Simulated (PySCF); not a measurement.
## TaBr⁻ at ROHF-SCS-MP2

Computed with ROHF-SCS-MP2; PySCF, scalar-relativistic core potentials, basis sets Ta def2-TZVPPD with ECP60, Br def2-TZVPPD.

```json
{"state": "⁴Δ (quartet), unpaired electrons π ↑↑, δ ↑", "bond length": "4.953 bohr", "harmonic wavenumber": "170 cm⁻¹", "force constant": "0.938 mdyn/Å", "rotational constant Be": "0.04466 cm⁻¹", "anharmonicity ωexe": "0.713 cm⁻¹", "vibration–rotation constant αe": "0.000210 cm⁻¹"}
```

Correlated steps freeze 9 core orbitals. Spin–orbit coupling is left out, which matters for elements this heavy, above all for dissociation energies. The state is the lowest single determinant that the PBE0 search found; with open d or f shells the true ground state can be another one.
